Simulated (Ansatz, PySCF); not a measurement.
Process, species as SMILES: C[SiH](C)OC[SiH3] + C (CH4) + O (H2O) + 2 [SiH4] (SiH4) → CO (CH4O) [methanol] + 3 C[SiH3] [methylsilane] + O[SiH3]
Geometries: B3LYP-D3(BJ)/def2-TZVP minima from Ansatz (a first-principles code), one conformer each, not searched for the lowest. Frequencies are from Ansatz or PySCF.
Geometry of the first species:
```
O
C 1 1.4276
H 2 1.0970 1 110.78
H 2 1.0979 3 106.74 1 120.82
Si 1 1.6575 2 123.00 3 67.67
H 5 1.4900 1 108.34 2 55.84
C 5 1.8620 6 110.82 1 -116.24
H 7 1.0912 5 110.95 6 59.37
H 7 1.0920 8 108.08 5 -121.62
H 7 1.0924 8 108.11 9 -116.73
C 5 1.8707 6 108.38 1 120.47
H 11 1.0921 5 111.61 6 -58.54
H 11 1.0924 12 108.07 5 122.38
H 11 1.0929 12 107.46 13 116.29
Si 2 1.8912 3 110.12 4 119.45
H 15 1.4805 2 109.90 3 -178.07
H 15 1.4806 16 109.44 2 120.76
H 15 1.4848 16 109.26 17 119.53
```

Property: bond separation energy (0 K, with B3LYP-D3(BJ) harmonic zero-point energies), in kcal/mol. Cores are frozen in the correlated levels unless marked. Spin-orbit coupling is left out. No relativistic terms. CBS(X,Y): correlation extrapolated as X^-3; Hartree-Fock from the larger set. The bracket is a focal-point correction in the basis named.

| level | program | bond separation energy (kcal/mol) |
|---|---|---|
| B3LYP-D3(BJ)/def2-TZVPD | Ansatz + dftd3 | 6.6 |
| B3LYP-D4/def2-TZVPD | Ansatz + dftd4 | 7.2 |
| PBE0-D3(BJ)/def2-TZVP | Ansatz + dftd3 | [?] |
| wB97M-V/def2-TZVPD | Ansatz | [?] |
| CCSD(T) with core electrons (1s frozen past Ne)/cc-pwCVTZ | Ansatz | 6.1 |
| RI-MP2/CBS(cc-pV(T+d)Z,cc-pV(Q+d)Z)+[CCSD(T)-MP2]/cc-pV(T+d)Z | Ansatz | 5.9 |

Problem. Complete the blanks.

Solution. 
- PBE0-D3(BJ)/def2-TZVP, bond separation energy (kcal/mol): 5.2
- wB97M-V/def2-TZVPD, bond separation energy (kcal/mol): 6.3
